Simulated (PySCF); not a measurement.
## Assigning NMR signals

Atom-mapped SMILES (the numbers label the heavy atoms): `[OH:1][c:2]1[cH:3][cH:4][cH:5][c:6]([F:7])[cH:8]1`. Hydrogens are named by the atom that carries them.

- NMR shieldings at B97-2/pcSseg-2/GIAO
- structure optimised with PBE0-D3(BJ)/def2-TZVP
- code: PySCF 2.14.0 with density-fitted response routines
- in vacuum, relativity neglected, one computed conformer

δ = σ(ref) − σ, references computed at the same level: ¹³C and ¹H vs TMS.

Q: Assign these signals to the numbered atoms. ¹³C{¹H} NMR (computed): δ 174.2 (C), 166.5 (C), 138.4 (CH), 115.5 (CH), 111.9 (CH), 105.4 (CH).

A: 
174.2 → C6, aromatic carbon bearing fluorine: an ipso carbon deshielded by its heteroatom
166.5 → C2, aromatic carbon bearing oxygen: σ withdrawal by the attached heteroatom moves it downfield of the ring CH carbons
138.4 → C4, aromatic CH: the aromatic region
115.5 → C3, aromatic CH
111.9 → C5, aromatic CH
105.4 → C8, aromatic CH

Q: Assign these signals to the numbered atoms. ¹H NMR (400 MHz, computed): δ 7.46 (m, 1H), 6.87 (d, 1H), 6.76 (m, 1H), 6.37 (m, 1H), 4.23 (br s, 1H).

A: 
```tsv
δ (ppm)	atoms	environment	reason
7.46	H(C4)	hydrogen on an aromatic CH	aromatic region
6.87	H(C3)	hydrogen on an aromatic CH	–
6.76	H(C5)	hydrogen on an aromatic CH	–
6.37	H(C8)	hydrogen on an aromatic CH	–
4.23	H(O1)	hydrogen on a phenol-type oxygen	exchangeable, gas-phase position
```

H(C3) and H(C5) lie closer than the usual error of such a calculation, so a measured spectrum could show them in the other order.

The OH or NH signal is concentration- and solvent-dependent in practice; the value given is the gas-phase one. Splittings by ¹⁹F in the carbon and heteronuclear signals aren't shown, as no couplings were computed. Shifts are as computed. Against solution values, carbons near 30 ppm lie about +3 ppm off and those near 130 ppm about +7 ppm. Of 1211 compounds with measured shifts, 218 miss one by over three times the rms of a fit or turn the order of signals round; such compounds aren't used in these exercises. Multiplicities follow the n + 1 count of equivalent neighbours, as no J values were calculated; m marks all less simple cases, F and P coupling included.
